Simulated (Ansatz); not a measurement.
```yaml
crystal:
  periodic: [false, false, false]
  atoms:
    - {symbol: O, position_ang: [-0.957159, -1.380027, 0.110035]}
    - {symbol: W, position_ang: [0.001358, 0.108376, -0.131868]}
    - {symbol: O, position_ang: [1.112866, -0.117194, 1.284622]}
    - {symbol: F, position_ang: [-1.018605, 0.587227, -1.529584]}
    - {symbol: F, position_ang: [0.816972, 1.849426, -0.430668]}
    - {symbol: Cl, position_ang: [-1.662763, 1.293823, 1.282847]}
    - {symbol: Cl, position_ang: [1.610605, -0.651990, -1.642178]}
    - {symbol: H, position_ang: [-1.507031, -1.779988, -0.404382]}
    - {symbol: H, position_ang: [1.830599, 0.165821, 1.773194]}
basis:
  gaussian: {orbitals: x2c-TZVPPall, fitting: {mean_field: cc-pVTZ-jkfit}}
hamiltonian: {xc: {name: B97}}
```

```sh
$ ansatz run in.yaml --threads 4 --pin off --events-out ev --progress --plain --max-ram 11315MiB
```

How does Ansatz answer? (Estimate.)

The calculation gave: The program refused the input.
```
Functional definition: B97
Error: <dir> the basis set cc-pVTZ-JKFIT has no functions for W
```
